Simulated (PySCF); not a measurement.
**TbH: energy against distance**

Set-up: PySCF, spin-free X2C with a Gaussian nucleus, basis sets Tb x2c-SVPall, H x2c-SVPall. Energies in eV from Tb (4f9 6s2) + H in their ground configurations at the same level. State: septet, about 8.2 electrons in the 4f shell (Mulliken), real f orbitals that mix terms.

All columns are PBE0. A positive dipole means Tb(−)H(+).

| R (Å) | E (eV) | μ (D) | Mulliken charge on Tb (basis-dependent) | HOMO (eV) | LUMO (eV) | Mayer bond order | ⟨S²⟩ |
| --- | --- | --- | --- | --- | --- | --- | --- |
| 1.673 | -1.960 | -1.35 | 0.19 | -4.19 | -1.42 | 0.95 | 12.01 |
| 1.750 | -2.163 | -1.52 | 0.18 | -4.22 | -1.53 | 0.95 | 12.02 |
| 1.828 | -2.282 | -1.71 | 0.18 | -4.24 | -1.64 | 0.95 | 12.02 |
| 1.887 | -2.327 | -1.86 | 0.19 | -4.26 | -1.72 | 0.95 | 12.02 |
| 1.945 | -2.341 | -2.02 | 0.19 | -4.28 | -1.78 | 0.94 | 12.02 |
| 2.003 | -2.328 | -2.19 | 0.20 | -4.29 | -1.85 | 0.94 | 12.02 |
| 2.081 | -2.279 | -2.43 | 0.21 | -4.32 | -1.92 | 0.94 | 12.02 |
| 2.178 | -2.178 | -2.74 | 0.23 | -4.35 | -2.00 | 0.93 | 12.02 |
| 2.295 | -2.016 | -3.12 | 0.24 | -4.38 | -2.09 | 0.93 | 12.02 |
| 2.451 | -1.760 | -3.63 | 0.26 | -4.42 | -2.19 | 0.92 | 12.01 |

A fit through these points gives, at Re = 1.945 Å, μ = -2.02 D and dμ/dR = -2.84 D/Å; the reduced mass is 1.001 u.

Q: How strong is the fundamental in the double-harmonic approximation, I = 42.26·(dμ/dR)²/μred km/mol?

A: I = 42.26·(-2.84)²/1.001 = 341 km/mol at PBE0.

Spin–orbit coupling is left out, which matters for elements this heavy, above all for dissociation energies. The state is the lowest single determinant that the PBE0 search found; with open d or f shells the true ground state can be another one.
